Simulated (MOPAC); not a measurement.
A run for MOPAC: AM1 on CH4O2Si (a complex), monomers drawn apart or pushed together.

```
AM1 1SCF PRECISE CHARGE=0 THREADS=1
CH4O2Si

Si     0.11359857 1     0.08073255 1     0.20799973 1
H      0.29234672 1     1.46290707 1    -0.28733657 1
H     -1.16901549 1    -0.02107690 1     0.94080026 1
H      1.22275424 1    -0.26374169 1     1.12646178 1
H      0.10614619 1    -0.86436804 1    -0.93038835 1
O     -0.54585021 1    -1.45279027 1     6.81764425 1
C     -0.42850820 1    -0.30084785 1     6.76054653 1
O     -0.31111239 1     0.85164821 1     6.70405089 1
```

It printed:

```
*******************************************************************************
 **                                                                           **
 **                              MOPAC v23.2.5                                **
 **                                                                           **
 *******************************************************************************
 ** MOPAC's Digital Object Identifier: https://doi.org/10.5281/zenodo.6511958 **
 **                                                                           **
 ** Please cite the open-source release paper for use of this MOPAC version:  **
 ** J. E. Moussa and J. J. P. Stewart (2026)                                  **
 ** MOPAC: An open-source semiempirical molecular orbital program             **
 ** J. Open Source Softw., 11(119), 8025, https://doi.org/10.21105/joss.08025 **
 *******************************************************************************

                              AM1 CALCULATION RESULTS

 *******************************************************************************
 *  AM1        - The AM1 Hamiltonian to be used
 *
 *
 *
 *                 CHARGE ON SYSTEM = 0
 *
 *
 *
 *  PRECISE    - TIGHTER CRITERIA TO BE USED
 *  1SCF       - DO 1 SCF AND THEN STOP
 *  THREADS=1  - MULTI-THREADING NOT USED
 *  T=         - A TIME OF 172800.0 SECONDS REQUESTED
 *  DUMP=N     - RESTART FILE WRITTEN EVERY 7200.0 SECONDS REQUESTED
 *******************************************************************************
AM1 1SCF PRECISE CHARGE=0 THREADS=1
 CH4O2Si

   ATOM   CHEMICAL          X               Y               Z
  NUMBER   SYMBOL      (ANGSTROMS)     (ANGSTROMS)     (ANGSTROMS)

     1      Si          0.11359857  *   0.08073255  *   0.20799973  *
     2       H          0.29234672  *   1.46290707  *  -0.28733657  *
     3       H         -1.16901549  *  -0.02107690  *   0.94080026  *
     4       H          1.22275424  *  -0.26374169  *   1.12646178  *
     5       H          0.10614619  *  -0.86436804  *  -0.93038835  *
     6       O         -0.54585021  *  -1.45279027  *   6.81764425  *
     7       C         -0.42850820  *  -0.30084785  *   6.76054653  *
     8       O         -0.31111239  *   0.85164821  *   6.70405089  *



          CARTESIAN COORDINATES

    NO.       ATOM           X           Y           Z

     1        Si          0.1136      0.0807      0.2080
     2         H          0.2923      1.4629     -0.2873
     3         H         -1.1690     -0.0211      0.9408
     4         H          1.2228     -0.2637      1.1265
     5         H          0.1061     -0.8644     -0.9304
     6         O         -0.5459     -1.4528      6.8176
     7         C         -0.4285     -0.3008      6.7605
     8         O         -0.3111      0.8516      6.7041

  H: (AM1): M.J.S. DEWAR ET AL, J. AM. CHEM. SOC. 107 3902-3909 (1985)
  C: (AM1): M.J.S. DEWAR ET AL, J. AM. CHEM. SOC. 107 3902-3909 (1985)
  O: (AM1): M.J.S. DEWAR ET AL, J. AM. CHEM. SOC. 107 3902-3909 (1985)
 Si: (AM1): M.J.S.DEWAR, C. JIE, ORGANOMETALLICS, 6, 1486-1490 (1987).

           Empirical Formula: C H4 O2 Si  =     8 atoms



      MOLECULAR POINT GROUP   :   Cs


      RHF CALCULATION, NO. OF DOUBLY OCCUPIED LEVELS = 12


 -------------------------------------------------------------------------------
 AM1 1SCF PRECISE CHARGE=0 THREADS=1
 CH4O2Si



     1SCF WAS SPECIFIED, SO BFGS WAS NOT USED
     SCF FIELD WAS ACHIEVED


                              AM1 CALCULATION
                                                       MOPAC v23.2.5 Linux




          FINAL HEAT OF FORMATION =        -72.67724 KCAL/MOL =    -304.08156 KJ/MOL


          COSMO AREA              =        145.74 SQUARE ANGSTROMS
          COSMO VOLUME            =        113.76 CUBIC ANGSTROMS

          IONIZATION POTENTIAL    =         12.317390 EV
          HOMO LUMO ENERGIES (EV) =        -12.317  1.151
          NO. OF FILLED LEVELS    =         12
          MOLECULAR WEIGHT        =         76.1269         POINT GROUP:  Cs

          MOLECULAR DIMENSIONS (Angstroms)

            Atom       Atom       Distance
            O     8    H     5     7.83604
            O     6    H     2     4.43137
            H     3    H     4     2.41120


          SCF CALCULATIONS        =          1





   ATOM   CHEMICAL          X               Y               Z
  NUMBER   SYMBOL      (ANGSTROMS)     (ANGSTROMS)     (ANGSTROMS)

     1      Si          0.11359857  *   0.08073255  *   0.20799973  *
     2       H          0.29234672  *   1.46290707  *  -0.28733657  *
     3       H         -1.16901549  *  -0.02107690  *   0.94080026  *
     4       H          1.22275424  *  -0.26374169  *   1.12646178  *
     5       H          0.10614619  *  -0.86436804  *  -0.93038835  *
     6       O         -0.54585021  *  -1.45279027  *   6.81764425  *
     7       C         -0.42850820  *  -0.30084785  *   6.76054653  *
     8       O         -0.31111239  *   0.85164821  *   6.70405089  *

                             CARTESIAN COORDINATES

   1   Si        0.113598570     0.080732550     0.207999730
   2    H        0.292346720     1.462907070    -0.287336570
   3    H       -1.169015490    -0.021076900     0.940800260
   4    H        1.222754240    -0.263741690     1.126461780
   5    H        0.106146190    -0.864368040    -0.930388350
   6    O       -0.545850210    -1.452790270     6.817644250
   7    C       -0.428508200    -0.300847850     6.760546530
   8    O       -0.311112390     0.851648210     6.704050890


           Empirical Formula: C H4 O2 Si  =     8 atoms



      MOLECULAR POINT GROUP   :   Cs


                  EIGENVALUES
 -42.05077 -40.53549 -22.66835 -18.81185 -18.81180 -18.03180 -16.07029 -13.30795
 -13.30793 -12.33896 -12.33073 -12.31739   1.15117   1.15124   1.55377   1.56516
   1.58027   2.06949   2.36605   6.62308


              NET ATOMIC CHARGES AND DIPOLE CONTRIBUTIONS

  ATOM NO.   TYPE          CHARGE      No. of ELECS.   s-Pop       p-Pop
    1         Si           0.603511        3.3965     0.87156     2.52493
    2          H          -0.150027        1.1500     1.15003
    3          H          -0.151646        1.1516     1.15165
    4          H          -0.151655        1.1517     1.15165
    5          H          -0.150183        1.1502     1.15018
    6          O          -0.204835        6.2048     1.90075     4.30408
    7          C           0.410386        3.5896     1.22214     2.36747
    8          O          -0.205551        6.2056     1.90091     4.30464
 DIPOLE           X         Y         Z       TOTAL
 POINT-CHG.     0.002     0.006    -0.025     0.026
 HYBRID        -0.001    -0.002     0.004     0.005
 SUM            0.002     0.004    -0.021     0.021


          ATOMIC ORBITAL ELECTRON POPULATIONS

     Atom    s        px        py        pz
    1 Si   0.87156   0.84094   0.84199   0.84200
    2  H   1.15003
    3  H   1.15165
    4  H   1.15165
    5  H   1.15018
    6  O   1.90075   1.61940   1.06083   1.62385
    7  C   1.22214   0.75026   0.86791   0.74931
    8  O   1.90091   1.61986   1.06039   1.62438

 **********************
 *                    *
 * JOB ENDED NORMALLY *
 *                    *
 **********************




 == MOPAC DONE ==
```

The run finished.

Cost: very roughly 0.010 core-seconds.
